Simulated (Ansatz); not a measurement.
Harmonic frequencies (cm⁻¹) at PBE0-D4/def2-TZVP from Ansatz: 198, 281, 394, 476, 550, 612, 658, 687, 783, 821, 880, 924, 969, 1001, 1129, 1167, 1248, 1356, 1410, 1652, 2257, 2284, 3051, 3135, 3221, 3508, 3607.

Each molecule was computed in one conformer, which needn't be the lowest.

Question: Which molecule is it?
A. `C=C(N)[SiH3]`
B. `[AlH2][CH2]C[TeH]`
C. `NC1C[SiH2]1`
D. `C1C[SiH2]N1`

Answer: C.
